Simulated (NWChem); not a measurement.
System: InF cation, doublet; SMILES of the neutral closed-shell parent [F][In]

All runs: NWChem. Spin-unrestricted. This spin state was assumed; another may lie lower. def2 effective core potentials on In; no spin-orbit coupling. Each level has its own optimisation; frequencies are unscaled.

For level PBE0/def2-SVP:

* **highest harmonic frequency (cm⁻¹)**: 543

Task: What are these values for level LDA (Slater exchange, VWN5)/def2-SVP?

Result: 
- highest harmonic frequency (cm⁻¹): 575
